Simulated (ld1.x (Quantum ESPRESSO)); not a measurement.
Which change was made? (F, RRKJ)

- Element: fluorine
- Generator: ld1.x (Quantum ESPRESSO) 7.5
- Type: norm-conserving RRKJ (Kleinman–Bylander form)
- Functional: LDA (PZ)
- Relativity: scalar-relativistic
- Frozen core: [He]
- Valence charge: 7
- Reference configuration: 2s2 2p3 (charge +2)
- Partial waves: 2p (bound): rc 1.60 bohr; 3d channel at 0.5 Ry: rc 1.75 bohr; 2s (bound): rc 0.80 bohr
- Local potential: the s channel
- Core correction: a·sin(br)/r model core inside 0.55 bohr

Cutoffs, loose and tight: the cutoffs (Ry, on a coarse ladder) from which the occupation-weighted sum of valence levels, in a spherical-Bessel basis at the reference potential, stays within 10 and 1 mRy of its value at 400 Ry. They do not see the model core or the augmentation charge, which bear on the density cutoff. Test errors are all-electron minus pseudo excitation energies from the reference, over the configurations 2s2 2p5; 2s2 2p4; 2s2 2p2; 2s2 2p1; 2s2 2p5.3; 2s1 2p6; 2s2 2p4.5 (two spin-polarised tests are not counted in the largest error); variants that change the core or the reference have their own tests.

The base gives: outcome: generated; cutoff, loose: 140 Ry; cutoff, tight: 230 Ry; bound ghosts: none; largest test error (meV): +2592.

After one change the result is: outcome: generated; cutoff, loose: 140 Ry; cutoff, tight: 230 Ry; bound ghosts: none; largest test error (meV): +921. Which change was it?
A. wave 2p (bound): rc 1.60 bohr becomes 2p (bound): rc 1.00 bohr
B. wave 2p (bound): rc 1.60 bohr becomes 2p (bound): rc 1.82 bohr
C. wave 2p (bound): rc 1.60 bohr becomes 2p (bound): rc 1.22 bohr
D. wave 2p (bound): rc 1.60 bohr becomes 2p (bound): rc 2.08 bohr
E. wave 2p (bound): rc 1.60 bohr becomes 2p (bound): rc 1.48 bohr

C. The others give: wave 2p (bound): rc 1.60 bohr becomes 2p (bound): rc 1.00 bohr → outcome: generated; cutoff, loose: 140 Ry; cutoff, tight: 230 Ry; bound ghosts: none; largest test error (meV): +435 | wave 2p (bound): rc 1.60 bohr becomes 2p (bound): rc 1.82 bohr → outcome: generated; cutoff, loose: 140 Ry; cutoff, tight: 230 Ry; bound ghosts: none; largest test error (meV): +3957 | wave 2p (bound): rc 1.60 bohr becomes 2p (bound): rc 1.48 bohr → outcome: generated; cutoff, loose: 140 Ry; cutoff, tight: 230 Ry; bound ghosts: none; largest test error (meV): +1975 | wave 2p (bound): rc 1.60 bohr becomes 2p (bound): rc 2.08 bohr → outcome: generated; cutoff, loose: 140 Ry; cutoff, tight: 230 Ry; bound ghosts: none; largest test error (meV): +5785.
